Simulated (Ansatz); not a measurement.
Compare A (`C=C/N=C/O[SiH3]`) with its isomer B (`C[SiH2]C1N=CO1`).

Calculated with Ansatz (gas phase, PBE0-D4/def2-TZVP geometries, no zero-point term in ΔE). CBS: MP2 limit from def2 TZ/QZ plus the TZ coupled-cluster correction, frozen cores. DFT in def2-TZVPP. B3LYP here is the variant with VWN-RPA as its local correlation; programs differ in this. One conformer a species, not always the lowest.

Question: Which is lower in electronic energy at CCSD(T)/CBS, and by how much? (An estimate is asked.)

Answer: The calculation gave: A, by 124.6 kJ/mol.

Question: Give E(B) − E(A) in kJ/mol with B3LYP, r2SCAN-D4, PBE-D4, HF/def2-TZVPP, B3LYP-D4, ωB97M-V, PBE0-D4. (Best estimate.)

Answer: The calculation gave: B3LYP 144.8, r2SCAN-D4 125.1, PBE-D4 113.0, HF/def2-TZVPP 165.5, B3LYP-D4 143.2, ωB97M-V 118.6, PBE0-D4 113.7. None reverses the order clearly.

Largest T1 diagnostic: 0.014.

In def2-TZVPP, CCSD(T) changes the Hartree–Fock value by −41.2 kJ/mol (the triples alone add −3.2 kJ/mol) and MP2 by −45.6 kJ/mol.
